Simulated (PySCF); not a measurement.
C₃H₈BCl. Atoms are numbered in the order given.

```xyz
13

B      0.1474     0.5167     0.2193
Cl     0.4734    -1.0831     0.9368
C      0.6941     1.7715     0.9779
H      1.7989     1.7478     0.9644
H      0.4154     1.7497     2.0446
H      0.3694     2.7277     0.5400
C     -0.6505     0.6043    -1.1256
C     -1.0807    -0.6796    -1.8273
H     -0.0470     1.2472    -1.7995
H     -1.5277     1.2478    -0.9013
H     -1.7218    -1.2936    -1.1757
H     -0.2101    -1.3006    -2.0904
H     -1.6396    -0.4743    -2.7536
```

The structure is a stationary point at r2SCAN-D4/def2-SVP. Other conformers were not sampled.

All values below come from PySCF with PBE/pcSseg-1.

GIAO shieldings, no solvent; atoms listed in one row are averaged. δ = σ(ref) − σ: ¹¹B against BF3 (σ = 83.9 ppm); ³⁵Cl against HCl (σ = 936.5 ppm); ¹³C against TMS (σ = 182.0 ppm); ¹H against TMS (σ = 31.49 ppm), references at their B3LYP-D3(BJ)/def2-TZVP geometries, non-relativistic (without spin–orbit terms, shifts of atoms bonded to Cl or Br come out too high).

```csv
nucleus,atoms,count,δ (ppm)
¹¹B,B1,1,69.6
³⁵Cl,Cl2,1,287.3
¹³C,C7,1,30.4
¹³C,C3,1,16.5
¹³C,C8,1,12.9
¹H,H9,1,1.95
¹H,H10,1,1.83
¹H,"H11, H12, H13",3,1.39
¹H,"H4, H5, H6",3,1.25
```
